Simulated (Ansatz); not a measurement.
Basis-set extrapolation for CH5AlF2Si, SMILES `F[CH](F)[AlH][SiH3]` (PBE0-D4/def2-TZVP geometry, frozen core, the Gaussian-basis code of Ansatz). Multiplicity 1, RHF reference.

```json
{"": "HF", "def2-TZVPP": "-770.590382", "def2-QZVPP": "-770.617387"}
{"": "MP2 correlation", "def2-TZVPP": "-0.869085", "def2-QZVPP": "-0.943701"}
{"": "CCSD(T) correlation", "def2-TZVPP": "-0.944684", "def2-QZVPP": "not run"}
```

Energies in hartree. Use E(X) = E(∞) + A·exp(−7.88·√X) for Hartree–Fock and E(X) = E(∞) + B·X^(−2.97) for correlation, with X = 3 and 4, and add CCSD(T) minus MP2 of the smaller set to the MP2 limit.

Q: What is the CCSD(T) energy at the basis-set limit?

A: HF limit: -770.617387 + (-0.027005) × 0.13774 = -770.62111. MP2 limit: -0.943701 + (-0.074616) × 0.74074 = -0.99897. Higher-order term: -0.944684 − (-0.869085) = -0.07560. Total: -771.69568 hartree, 100.8 kcal/mol below CCSD(T)/def2-TZVPP.
